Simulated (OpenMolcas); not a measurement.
Cu⁷⁺.

```
Program             : OpenMolcas 26.06
Method              : CASSCF
Basis               : ANO-RCC-VTZP [6s5p3d2f1g]
Scalar Hamiltonian  : DKH2, point nucleus
Active space        : 4 electrons in 5 orbitals (3d)
State averaging     : 2S+1 = 5 even, 5 roots; 2S+1 = 3 even, 45 roots kept (CI in the orbitals of an earlier block); 2S+1 = 1 even, 50 roots kept (CI in the orbitals of an earlier block)
Spin-orbit coupling : RASSI with atomic mean-field integrals over the reference wave functions, term energies averaged over their components
```

Levels without dynamic correlation, in cm-1 above 3d4 5D0:

```csv
Level,E
3d4 3F3(1),42665
3d4 3H4,36786
3d4 3P0(1),38179
3d4 3G3,46894
```

On this reference, MS-CASPT2, IPEA 0.25 Eh, imaginary shift 0.1 Eh (closed shells correlated: 3s 3p) puts 3d4 3F3(1) at 38810 cm-1.

**Question.** Estimate the other levels at that method by one scale factor, and say how well it serves.

**Answer.** The factor is 38810 / 42665 = 0.910. Scaled values beside those that MS-CASPT2 gives:
```tsv
Level	Scaled	MS-CASPT2	Miss (%)
3d4 3H4	33475	35710	-6.3
3d4 3P0(1)	34743	33410	+4.0
3d4 3G3	42674	43360	-1.6
```
For these levels the scaled values miss MS-CASPT2 by up to 6.3 %, as correlation changes each term by its own factor, spin-orbit parts do not scale and CASPT2 has its own spread within terms. This holds within one configuration; levels of others move differently, and the target method has errors of its own against measurement.

Term energies are means over components that CASPT2 splits; among the terms shown or strongly mixed into the levels shown the widest spread is 270 cm-1 (3d4 3G, MS-CASPT2). Terms from blocks run as CI alone lack orbitals of their own. Without dynamic correlation excited terms often stand tens of per cent too high (terms of higher spin than the ground term too low), and those without a measured partner can miss by more than the paired ones (holds for CASSCF). Only configurations of the active space appear.

A number in round brackets counts repeated terms of one configuration in the order of the reference energies.
